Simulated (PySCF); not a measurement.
## Ionisation energy of Ho³⁹⁺ by level of theory

Ho³⁹⁺ [Ar] 3d10 (1S) → Ho⁴⁰⁺ [Ar] 3d9 (2D), as a difference of total energies. Calculation: PySCF 2.14, in an uncontracted even-tempered set (18 s from 7.3 bohr⁻², ratio 2.5; 13 p from 9.5 bohr⁻², ratio 2.5; 8 d from 9.5 bohr⁻², ratio 2.5; 4 f from 42 bohr⁻², ratio 2.7; 3 g from 63 bohr⁻², ratio 2.7); the spin-free X2C one-electron Hamiltonian (Gaussian nucleus). Correlated levels: outer shells: [Ne] frozen; virtual orbitals above 40 to 60 times the deepest correlated orbital energy dropped. The calculations carry no spin-orbit coupling.

```
                method  ionisation energy (eV)
                   UHF                  3036.4
    MP2 (outer shells)                  3038.0
SCS-MP2 (outer shells)                  3037.7
   CCSD (outer shells)                  3037.9
CCSD(T) (outer shells)                  3037.9
```

Breit and QED terms and the two-electron picture change are absent.

The reference lies between the lowest fine-structure levels, while these numbers refer to the centres of the terms.

For comparison: 3018 ± 4 eV (theoretical estimate listed by NIST; NIST Atomic Spectra Database, ionization energies).
